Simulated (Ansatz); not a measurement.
Ansatz results at the PBE0-D4/def2-TZVP geometry: ideal-gas entropy at 298 K and 1 bar (rigid rotor, harmonic PBE0-D4/def2-TZVP) 312 J/(mol·K); size of the dipole moment (ωB97M-V/def2-TZVPP) 2.24 D; HOMO energy (PBE/def2-TZVPP) -6.31 eV.

Each molecule was computed in one conformer, which needn't be the lowest.

**Question.** Which molecule gave them?
A. `CO[SiH2][AlH2]`
B. `C#CBN=C`
C. `N=C1CCO1`
D. `F[SiH]1[CH2][GaH]1`

**Answer.** B. The others give `CO[SiH2][AlH2]`: 364, 0.79, -6.33; `F[SiH]1[CH2][GaH]1`: 328, 1.91, -5.32; `N=C1CCO1`: 287, 2.74, -6.37.
